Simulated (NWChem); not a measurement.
System: CdHOCl; SMILES [Cl][Cd][OH]

Here is an NWChem input.

```
start job
memory heap 200 mb stack 900 mb global 1100 mb
geometry units angstroms noautoz
  Cd    -0.448643     0.171930     0.000130
  Cl     0.168682    -2.032984    -0.000351
  O     -1.111506     2.037909     0.002539
  H     -0.340732     2.639114    -0.015138
end
basis spherical
  Cd library def2-svp
  Cl library def2-svp
  O library def2-svp
  H library def2-svp
end
ecp
  Cd library def2-ecp
end
dft
  xc xpbe96 cpbe96
  iterations 150
  vectors input atomic output neutral.movecs
end
task dft energy
charge 1
dft
  odft
  mult 2
  vectors input atomic output cation.movecs
end
task dft energy
```

All runs use the structure optimised with PBE-D3(BJ)/def2-SVP. def2 effective core potentials on Cd; no spin-orbit coupling.

Ions are spin-unrestricted doublets at the neutral geometry; other ion states weren't tried.

Task: What results follow from this input? (PBE/def2-SVP with def2 effective core potentials on Cd, vertical spin-unrestricted ions.) Quantities: vertical ionisation energy, ΔSCF (eV); −ε(HOMO) (eV).

Result: 
| Property | Result |
|---|---|
| vertical ionisation energy, ΔSCF (eV) | 9.92 |
| −ε(HOMO) (eV) | 6.39 |
